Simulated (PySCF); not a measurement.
C2H6O2, SMILES C(OC)O, CAM-B3LYP/def2-SVP optimised geometry.

```
10

C      1.32    -0.47     0.00
O     -0.08    -0.47     0.00
C     -0.65     0.80     0.00
O     -0.42     1.51    -1.17
H      1.72     0.00     0.92
H      1.66    -1.51    -0.04
H      1.73     0.08    -0.87
H     -1.73     0.64     0.18
H     -0.23     1.42     0.81
H     -0.84     1.03    -1.90
```

Density from CAM-B3LYP/def2-TZVP (PySCF) at that geometry.

Minimum of the electron density along straight lines between bonded atoms, close to the bond critical point (lines longer than 1.1 times the sum of covalent radii, or with two minima, are not listed):

| bond | length / Å | ρ at the minimum / e bohr⁻³ | ∇²ρ there / e bohr⁻⁵ | position (fraction from the first atom) |
|---|---|---|---|---|
| C1–O2 | 1.405 | 0.267 | -0.61 | 0.35 |
| O2–C3 | 1.389 | 0.284 | -0.72 | 0.64 |
| C3–O4 | 1.392 | 0.280 | -0.72 | 0.36 |
| C1–H5 | 1.107 | 0.275 | -0.95 | 0.65 |
| C1–H6 | 1.098 | 0.282 | -1.00 | 0.65 |
| C1–H7 | 1.102 | 0.280 | -0.98 | 0.65 |
| C3–H8 | 1.104 | 0.286 | -1.03 | 0.65 |
| C3–H9 | 1.106 | 0.284 | -1.02 | 0.65 |
| O4–H10 | 0.966 | 0.358 | -2.40 | 0.80 |
